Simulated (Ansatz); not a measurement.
Calculation: frozen-core CCSD(T)/cc-pVTZ // PBE0-D4/def2-TZVP run with Ansatz (an electronic-structure program).

Ansatz 0.2 input:
```yaml
crystal:
  periodic: [false, false, false]
  atoms:
    - { symbol: C, position_ang: [-1.733224, -0.506079, 0.278085] }
    - { symbol: Si, position_ang: [-0.236891, 0.389245, -0.414554] }
    - { symbol: N, position_ang: [0.182824, 1.870148, 0.362201] }
    - { symbol: Si, position_ang: [1.6432, -1.007215, -0.295786] }
    - { symbol: H, position_ang: [-2.620569, 0.131427, 0.234853] }
    - { symbol: H, position_ang: [-1.939691, -1.413471, -0.296766] }
    - { symbol: H, position_ang: [-1.575326, -0.795829, 1.320124] }
    - { symbol: H, position_ang: [-0.527056, 0.731346, -1.836689] }
    - { symbol: H, position_ang: [-0.350488, 2.708148, 0.197019] }
    - { symbol: H, position_ang: [0.591085, 1.873751, 1.282252] }
    - { symbol: H, position_ang: [1.327944, -2.37883, -0.786045] }
    - { symbol: H, position_ang: [2.097354, -1.13143, 1.120586] }
    - { symbol: H, position_ang: [2.780106, -0.473692, -1.094142] }
basis:
  gaussian: { orbitals: cc-pVTZ }
correlation:
  method: ccsd_t
```

Output:

```
Functional definition: HF
1427 factors; integrals over basis functions are off by at most 1.0e-3 eV
mean field evaluation 1: about -18377.6021 eV, gradient 3.9e1 eV
mean field evaluation 2: about -18377.8090 eV, gradient 4.0e1 eV
mean field evaluation 4: about -18381.7264 eV, gradient 3.8e0 eV
mean field evaluation 8: about -18381.7903 eV, gradient 2.1e-1 eV
mean field evaluation 16: about -18381.7906 eV, gradient 1.1e-6 eV
mean field -18381.79058272 eV, -675.5183442898 hartree, gradient 1.1e-6 eV, S^2 0.000000; 0 other end points of the search recorded, 0 dependent functions left out
12 core orbitals not correlated
reference -18381.79058272 eV, -675.5183442898 hartree; 13, 13 occupied and 229, 229 virtual orbitals, 1427 factors
second order -17.72628185 eV of doubles, -0.00000000 eV of singles
cycle   1  -18.78200963 eV  change    -1.1e0 eV  update   9.1e-2
cycle   2  -19.30418105 eV  change   -5.2e-1 eV  update   2.8e-2
cycle   3  -19.36604701 eV  change   -6.2e-2 eV  update   1.1e-2
cycle   4  -19.36013378 eV  change    5.9e-3 eV  update   3.0e-3
cycle   5  -19.35970514 eV  change    4.3e-4 eV  update   1.2e-3
cycle   6  -19.35949771 eV  change    2.1e-4 eV  update   3.3e-4
cycle   7  -19.35937230 eV  change    1.3e-4 eV  update   1.1e-4
cycle   8  -19.35938266 eV  change   -1.0e-5 eV  update   3.8e-5
cycle   9  -19.35938726 eV  change   -4.6e-6 eV  update   1.4e-5
perturbative correction -0.70272538 eV, -0.0258246812 hartree
Total energy: -18401.85269535 eV, -676.2556133305 hartree
```

Cost: very roughly 18 core-minutes.
